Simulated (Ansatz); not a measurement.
`C[O][In]([F])[F]` + `C[S][AlH2]` → `C[S][In]([F])[F]` + `C[O][AlH2]`  (redistribution)

Computed with Ansatz on PBE0-D4/def2-TZVP structures; ΔE is electronic, products minus reactants. CCSD(T)/CBS is the MP2 limit (def2-TZVPP, def2-QZVPP) plus CCSD(T) − MP2 in def2-TZVPP, frozen cores. DFT in def2-TZVPP. HSE06 is defined as in plane-wave codes. def2 core potentials past Kr. For In outer-core shells are correlated without core-valence functions, which leaves a few kJ/mol of doubt a bond. One conformer a species, not always the lowest.

CCSD(T)/CBS gives -97.8 kJ/mol.

Problem. Another level gave -94.2 kJ/mol. Which?
A. HSE06/def2-TZVPP
B. HF/def2-TZVPP
C. PBE/def2-TZVPP
D. r2SCAN0/def2-TZVPP

Solution. C. PBE -94.2, HSE06 -99.6, HF/def2-TZVPP -109.7, r2SCAN0 -105.1 kJ/mol.

Largest T1 diagnostic among the species: 0.017.

From r2SCAN to r2SCAN0 (25 % exact exchange), in def2-TZVPP and without D4, ΔE moves by −5.0 kJ/mol. In def2-TZVPP, CCSD(T) changes the Hartree–Fock value by +10.8 kJ/mol (the triples alone add +3.1 kJ/mol) and MP2 by +7.7 kJ/mol.
